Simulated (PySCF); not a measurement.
Cl₂FH₅Si₃, SMILES [SiH2]([SiH](Cl)Cl)[SiH2]F.

Coordinates come from a B3LYP-D3(BJ)/def2-SVP optimisation. This is a generated structure with no PubChem entry under its InChIKey; it may be hypothetical. The values are those of a single conformer.

Computed with TDDFT-PBE/def2-SVPD (PySCF).

Vertical excitations. 

```
state  energy (eV)  λ (nm)      f                            main pairs
-----  -----------  ------  -----  ------------------------------------
S1            5.32     233  0.071                        HOMO→LUMO 91 %
S2            5.45     228  0.004                      HOMO→LUMO+1 95 %
S3            5.74     216  0.013    HOMO−1→LUMO 58 %, HOMO→LUMO+2 37 %
S4            5.86     211  0.018    HOMO→LUMO+2 55 %, HOMO−1→LUMO 35 %
S5            6.07     204  0.014                    HOMO−1→LUMO+1 87 %
S6            6.15     201  0.008                      HOMO−2→LUMO 92 %
S7            6.34     196  0.001                      HOMO−3→LUMO 95 %
S8            6.38     194  0.023                    HOMO−1→LUMO+2 80 %
S9            6.41     193  0.004  HOMO−4→LUMO 70 %, HOMO−2→LUMO+1 19 %
S10           6.44     192  0.002                      HOMO−5→LUMO 89 %
T1            4.70     264      0                        HOMO→LUMO 98 %
T2            5.06     245      0                      HOMO→LUMO+1 97 %
T3            5.34     232      0    HOMO→LUMO+2 70 %, HOMO−1→LUMO 28 %
T4            5.41     229      0    HOMO−1→LUMO 69 %, HOMO→LUMO+2 28 %
```
Triplets are in the Tamm–Dancoff approximation, which puts them higher than full response would, so one can lie above its singlet here.
